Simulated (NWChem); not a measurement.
A series in which one site is exchanged, each optimised at PBE0/def2-SVP with NWChem, gas phase unless a solvent is named. All stand in one matching conformer (torsions within 35°), which need not be the lowest. Low-valent species are run as closed-shell singlets; no triplet was tried in these runs. This build's default masses of Se (78.918 u) and Br (79.917 u) are each other's, which moves their modes by up to 0.6 %. For some, no frequency run checked for a minimum. def2 effective core potentials on Pb; no spin-orbit coupling.

A: Br[Si]O (SiHOBr; site = Si)
B: [Pb]([Br])[OH] (PbHOBr; site = Pb)
C: [OH][Ge][Br] (GeHOBr; site = Ge)

```json
[
 {"quantity": "dipole (D), PBE0/def2-SVP", "A": "2.75", "B": "…", "C": "3.24"},
 {"quantity": "orbital gap (eV), PBE0/def2-SVP", "A": "5.13", "B": "…", "C": "5.15"},
 {"quantity": "vertical ionisation energy, ΔSCF, PBE/def2-SVP (eV)", "A": "9.23", "B": "…", "C": "9.47"},
 {"quantity": "static polarisability, PBE0/def2-SVPD (bohr³)", "A": "57.6", "B": "…", "C": "60.2"},
 {"quantity": "lowest singlet excitation, PBE0/def2-SVPD, TDA (eV)", "A": "4.21", "B": "…", "C": "4.08"}
]
```

Task: Fill in the missing entries.

Result: 
- dipole (D), PBE0/def2-SVP, B: 5.24
- orbital gap (eV), PBE0/def2-SVP, B: 4.81
- vertical ionisation energy, ΔSCF, PBE/def2-SVP (eV), B: 9.19
- static polarisability, PBE0/def2-SVPD (bohr³), B: 72.0
- lowest singlet excitation, PBE0/def2-SVPD, TDA (eV), B: 3.69
